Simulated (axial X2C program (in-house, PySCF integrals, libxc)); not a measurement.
Which molecule has these constants?

Calculated with an in-house relativistic program for diatomic molecules, spin-free (one-electron X2C) or two-component (2c: spin–orbit coupling with atomic mean-field Coulomb and Gaunt terms, which also bring small scalar terms), in Dyall basis sets with cores contracted in-house; open shells are unrestricted.

A two-component PBE0 calculation in a Dyall 3-zeta basis gave Re = 1.714 Å, ωe = 893.2 cm⁻¹, De = 3.75 eV, Ω = 1/2.

**Question.** Which molecule is it?
A. AlN⁻
B. InN⁻
C. BN⁻
D. GaN⁻

**Answer.** A. The others have GaN⁻ 1.738 Å and 773.1 cm⁻¹ (Ω = 1/2); BN⁻ 1.273 Å and 1741.2 cm⁻¹ (Ω = 1/2); InN⁻ 2.049 Å and 535.5 cm⁻¹ (Ω = 3/2).

Each entry is the lowest single determinant of a limited PBE0 search at one distance. De goes to single-determinant-based atoms at the same level (for ions the charge split of lowest energy) and is withheld (n/a) where an atom does not fit its ground term or J level. Main or longest-lived isotopes. One determinant is a doubtful description, or other states lie close, for AlN⁻, GaN⁻, InN⁻; these need not be ground states, and all values refer to the states named. Some light 2c atoms are not at their ground J level, so De misses part of their lowering (0.04 eV or less). The functionals have no current term, which raises determinants with orbital currents.
